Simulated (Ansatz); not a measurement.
Basis-set extrapolation for C2H6S2Si, SMILES `C=C([SiH3])SS` (PBE0-D4/def2-TZVP geometry, frozen core, Ansatz). Multiplicity 1, RHF reference.

```csv
,def2-TZVPP,def2-QZVPP
HF,-1163.260784,-1163.295889
MP2 correlation,-0.802940,-0.865102
CCSD(T) correlation,-0.907717,not run
```

Energies in hartree. Use E(X) = E(∞) + A·exp(−7.88·√X) for Hartree–Fock and E(X) = E(∞) + B·X^(−2.97) for correlation, with X = 3 and 4, and add CCSD(T) minus MP2 of the smaller set to the MP2 limit.

What is the CCSD(T) energy at the basis-set limit?

HF limit: -1163.295889 + (-0.035105) × 0.13774 = -1163.30072. MP2 limit: -0.865102 + (-0.062162) × 0.74074 = -0.91115. Higher-order term: -0.907717 − (-0.802940) = -0.10478. Total: -1164.31665 hartree, 93.0 kcal/mol below CCSD(T)/def2-TZVPP.
